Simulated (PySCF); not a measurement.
Isomers of CH12O2Si5, mass 195.968 u with the commonest isotopes. Theory: PBE0/pcSseg-1 in PySCF (dipole) on a GFN2-xTB geometry, gas phase. One conformer each, none proved a minimum here; rigid rotors.

Question: Order these by dipole moment, largest first.
A. `[O:1]=[CH:2][Si@H:3]([SiH3:4])[SiH2:5][SiH2:6][O:7][SiH3:8]` with O1–C2–Si3–Si4 97°, C2–Si3–Si5–Si6 35°, Si3–Si5–Si6–O7 156°, Si5–Si6–O7–Si8 -60°
B. `[CH3:1][Si@:2]1([O:3][SiH3:4])[SiH2:5][O:6][SiH2:7][SiH2:8]1` with C1–Si2–O3–Si4 -172°
C. `[CH3:1][O:2][Si@@H:3]1[SiH2:4][SiH2:5][SiH2:6][Si@H:7]1[OH:8]` with C1–O2–Si3–Si4 -63°, Si6–Si7–O8–H -66°, O2–Si3–Si4–Si5 -78°, Si3–Si4–Si5–Si6 -13°, Si4–Si5–Si6–Si7 -4°, Si5–Si6–Si7–O8 -83°

Answer: A (2.56 D), B (1.66 D), C (0.70 D).

Question: Order these by out-of-plane moment Σ m c² = (Ia + Ib − Ic)/2, largest first.
A. `[CH3:1][O:2][Si@@H:3]1[SiH2:4][SiH2:5][SiH2:6][Si@H:7]1[OH:8]` with C1–O2–Si3–Si4 -63°, Si6–Si7–O8–H -66°, O2–Si3–Si4–Si5 -78°, Si3–Si4–Si5–Si6 -13°, Si4–Si5–Si6–Si7 -4°, Si5–Si6–Si7–O8 -83°
B. `[O:1]=[CH:2][Si@H:3]([SiH3:4])[SiH2:5][SiH2:6][O:7][SiH3:8]` with O1–C2–Si3–Si4 97°, C2–Si3–Si5–Si6 35°, Si3–Si5–Si6–O7 156°, Si5–Si6–O7–Si8 -60°
C. `[CH3:1][Si@:2]1([O:3][SiH3:4])[SiH2:5][O:6][SiH2:7][SiH2:8]1` with C1–Si2–O3–Si4 -172°

Answer: C (220.73 u·Å²), A (160.55 u·Å²), B (127.77 u·Å²).

Question: Order these by radius of gyration √(Σ m r²/M), largest first.
A. `[O:1]=[CH:2][Si@H:3]([SiH3:4])[SiH2:5][SiH2:6][O:7][SiH3:8]` with O1–C2–Si3–Si4 97°, C2–Si3–Si5–Si6 35°, Si3–Si5–Si6–O7 156°, Si5–Si6–O7–Si8 -60°
B. `[CH3:1][O:2][Si@@H:3]1[SiH2:4][SiH2:5][SiH2:6][Si@H:7]1[OH:8]` with C1–O2–Si3–Si4 -63°, Si6–Si7–O8–H -66°, O2–Si3–Si4–Si5 -78°, Si3–Si4–Si5–Si6 -13°, Si4–Si5–Si6–Si7 -4°, Si5–Si6–Si7–O8 -83°
C. `[CH3:1][Si@:2]1([O:3][SiH3:4])[SiH2:5][O:6][SiH2:7][SiH2:8]1` with C1–Si2–O3–Si4 -172°

Answer: A (2.786 Å), C (2.403 Å), B (2.339 Å).

```json
{"SMILES": "C[Si@]1(O[SiH3])[SiH2]O[SiH2][SiH2]1", "point group": "C1", "Ia (u·Å²)": "460.54", "Ib (u·Å²)": "891.91", "Ic (u·Å²)": "910.98", "κ": "-0.96", "μa (D)": "1.34", "μb (D)": "0.40", "μc (D)": "0.90"}
{"SMILES": "O=C[Si@H]([SiH3])[SiH2][SiH2]O[SiH3]", "point group": "C1", "Ia (u·Å²)": "370.15", "Ib (u·Å²)": "1279.04", "Ic (u·Å²)": "1393.66", "κ": "-0.94", "μa (D)": "2.28", "μb (D)": "0.77", "μc (D)": "0.90"}
{"SMILES": "CO[Si@@H]1[SiH2][SiH2][SiH2][Si@H]1O", "point group": "C1", "Ia (u·Å²)": "550.05", "Ib (u·Å²)": "682.55", "Ic (u·Å²)": "911.50", "κ": "0.02", "μa (D)": "0.25", "μb (D)": "0.64", "μc (D)": "0.12"}
```
